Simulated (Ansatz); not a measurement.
Reaction (substitution at a C–Al bond): `[CH3][Al]([F])[SH]` + `[OH][Sn]([F])([F])[F]` → `C[O][Sn]([F])([F])[F]` + `[F][AlH][SH]`

Calculated with Ansatz (gas phase, PBE0-D4/def2-TZVP geometries, no zero-point term in ΔE). CCSD(T)/CBS adds triple-zeta CCSD(T) − MP2 to the extrapolated MP2 energy (def2 sets, frozen cores). This one scheme is used for every species. Functionals use def2-TZVPP. B3LYP here is the variant with VWN-RPA as its local correlation; programs differ in this. HSE06 is defined as in plane-wave codes. Elements past krypton have def2 core potentials. For Sn outer-core shells are correlated without core-valence functions, which leaves a few kJ/mol of doubt a bond. One conformer a species, not always the lowest.

(1) Is it downhill or uphill in electronic energy at CCSD(T)/CBS, and by how much? (Estimate.)

(2) What do these levels give: PBE-D4, r2SCAN-D4, r2SCAN0-D4, PBE-QIDH, r2SCAN, B3LYP, r2SCAN0, HSE06, RPA@PBE/def2-TZVPP, CCSD/def2-SVP, MP2/def2-TZVPP, SCS-MP2/def2-QZVPP? (An estimate is asked.)

Largest T1 diagnostic among the species: 0.015.

Results:

(1) The calculation gave: Uphill: ΔE = +25.7 kcal/mol.

(2) The calculation gave: PBE-D4 25.3, r2SCAN-D4 26.2, r2SCAN0-D4 26.5, PBE-QIDH 26.3, r2SCAN 26.2, B3LYP 24.3, r2SCAN0 26.5, HSE06 25.9, RPA@PBE/def2-TZVPP 22.7, CCSD/def2-SVP 20.7, MP2/def2-TZVPP 26.8, SCS-MP2/def2-QZVPP 25.1 kcal/mol.

In def2-TZVPP, CCSD(T) changes the Hartree–Fock value by +3.1 kcal/mol (the triples alone add +0.2 kcal/mol) and MP2 by +4.8 kcal/mol. At CCSD(T), def2-SVP lies −5.2 kcal/mol from the extrapolated value and def2-TZVPP −0.6 kcal/mol.
